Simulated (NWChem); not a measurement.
All runs are NWChem calculations. System: H3N2, charge 0, spin multiplicity 2, displaced from the optimised geometry. The structure started from a generated list of species. Its SCF solution wasn't tested for a lower state. Level: UB3LYP/def2-TZVP, VWN1-RPA local correlation.

Part of the output:

```
             Northwest Computational Chemistry Package (NWChem) 7.3.0
             --------------------------------------------------------

                                NWChem Input Module
                                -------------------

 Scaling coordinates for geometry "geometry" by  1.889725989
 (inverse scale =  0.529177249)

                             Geometry "geometry" -> ""
                             -------------------------

 Output coordinates in angstroms (scale by  1.889725989 to convert to a.u.)

  No.       Tag          Charge          X              Y              Z
 ---- ---------------- ---------- -------------- -------------- --------------
    1 N                    7.0000     0.66882300    -0.36622900     0.10078200
    2 N                    7.0000    -0.56208400     0.19451100    -0.13034800
    3 H                    1.0000     1.35525000     0.42631100     0.02755800
    4 H                    1.0000    -0.74302600     1.20107600     0.07246400
    5 H                    1.0000    -1.35939200    -0.42536100     0.10694200

 Effective nuclear repulsion energy (a.u.)      35.7637407467

            Nuclear Dipole moment (a.u.)
            ----------------------------
        X                 Y               Z
 ---------------- ---------------- ----------------
     0.0000094486     0.0000000000     0.0000037795


 Summary of "ao basis" -> "" (spherical)
 ------------------------------------------------------------------------------
       Tag                 Description            Shells   Functions and Types
 ---------------- ------------------------------  ------  ---------------------
 *                         def2-tzvp                  on all atoms

                                 NWChem DFT Module
                                 -----------------

 Summary of "ao basis" -> "ao basis" (spherical)
 ------------------------------------------------------------------------------
       Tag                 Description            Shells   Functions and Types
 ---------------- ------------------------------  ------  ---------------------
 N                         def2-tzvp                11       31   5s3p2d1f
 H                         def2-tzvp                 4        6   3s1p

 Summary of "ao basis" -> "ao basis" (spherical)
 ------------------------------------------------------------------------------
       Tag                 Description            Shells   Functions and Types
[...]
     1   0 1 0      0.850278      0.596391      0.253887      0.000000
     1   0 0 1      0.162472      0.071677      0.090792      0.000004

     2   2 0 0     -7.647767    -22.114118    -19.742928     34.209279
     2   1 1 0      1.467403      5.176311      4.205848     -7.914756
     2   1 0 1     -0.609630     -1.974091     -1.573925      2.938387
     2   0 2 0     -9.103017    -10.340225     -9.507996     10.745204
     2   0 1 1      0.271189      0.859837      0.777461     -1.366110
     2   0 0 2    -10.913245     -6.605841     -5.048330      0.740926

            General Information
            -------------------
          SCF calculation type: DFT
          Wavefunction type:  spin polarized.
          No. of atoms     :     5
          No. of electrons :    17
           Alpha electrons :     9
            Beta electrons :     8
          Charge           :     0
          Spin multiplicity:     2
          Use of symmetry is: off; symmetry adaption is: off
          Maximum number of iterations: 100
          AO basis - number of functions:    80
                     number of shells:    34
          Convergence on energy requested:  1.00D-06
          Convergence on density requested:  1.00D-05
          Convergence on gradient requested:  5.00D-04

              XC Information
              --------------
                         B3LYP Method XC Potential
                     Hartree-Fock (Exact) Exchange  0.200
                        Slater Exchange Functional  0.800 local
                    Becke 1988 Exchange Functional  0.720 non-local
              Lee-Yang-Parr Correlation Functional  0.810
                  VWN I RPA Correlation Functional  0.190 local

             Grid Information
             ----------------
          Grid used for XC integration:  fine
          Radial quadrature: Mura-Knowles
          Angular quadrature: Lebedev.
          Tag              B.-S. Rad. Rad. Pts. Rad. Cut. Ang. Pts.
          ---              ---------- --------- --------- ---------
          N                   0.65       70           8.0       590
          H                   0.35       60          10.0       590
          Grid pruning is: on
          Number of quadrature shells:   320
          Spatial weights used:  Erf1

          Convergence Information
          -----------------------
          Convergence aids based upon iterative change in
          total energy or number of iterations.
          Levelshifting, if invoked, occurs when the
          HOMO/LUMO gap drops below (HL_TOL):  1.00D-02
          DIIS, if invoked, will attempt to extrapolate
          using up to (NFOCK): 10 stored Fock matrices.

                    Damping( 0%)  Levelshifting(0.5)       DIIS
                  --------------- ------------------- ---------------
          dE  on:    start            ASAP                start
          dE off:    2 iters        100 iters           100 iters

      Screening Tolerance Information
      -------------------------------
          Density screening/tol_rho:  1.00D-10
          AO Gaussian exp screening on grid/accAOfunc:  14
          CD Gaussian exp screening on grid/accCDfunc:  20
          XC Gaussian exp screening on grid/accXCfunc:  20
          Schwarz screening/accCoul:  1.00D-08

                            NWChem DFT Gradient Module
                            --------------------------

  charge          =   0.00
  wavefunction    = open shell

                         DFT ENERGY GRADIENTS

    atom               coordinates                        gradient
                 x          y          z           x          y          z
   1 N       1.263892  -0.692072   0.190450    0.005188  -0.021669   0.003427
   2 N      -1.062185   0.367572  -0.246322    0.005370  -0.001823  -0.009819
   3 H       2.561051   0.805611   0.052077    0.013654   0.014242  -0.001275
   4 H      -1.404116   2.269705   0.136937   -0.005354   0.021564   0.003472
   5 H      -2.568878  -0.803816   0.202091   -0.018858  -0.012314   0.004195

                 ----------------------------------------
                 |  Time  |  1-e(secs)   |  2-e(secs)   |
                 ----------------------------------------
                 |  CPU   |       0.00   |       0.96   |
                 ----------------------------------------
                 |  WALL  |       0.00   |       0.96   |
                 ----------------------------------------

 Task  times  cpu:        7.8s     wall:        7.8s

 Total times  cpu:        7.8s     wall:        7.8s
```

### Question
Write an NWChem input that would produce this output.

### Answer
This is not unique; one that fits is 
```
start mol
memory heap 200 mb stack 900 mb global 1100 mb
geometry units angstroms nocenter noautoz noautosym
  N      0.668823    -0.366229     0.100782
  N     -0.562084     0.194511    -0.130348
  H      1.355250     0.426311     0.027558
  H     -0.743026     1.201076     0.072464
  H     -1.359392    -0.425361     0.106942
end
basis spherical
  * library def2-tzvp
end
dft
  xc b3lyp
  odft
  mult 2
  semidirect memsize 60000000 filesize 0
  iterations 100
  grid fine
end
task dft gradient
```
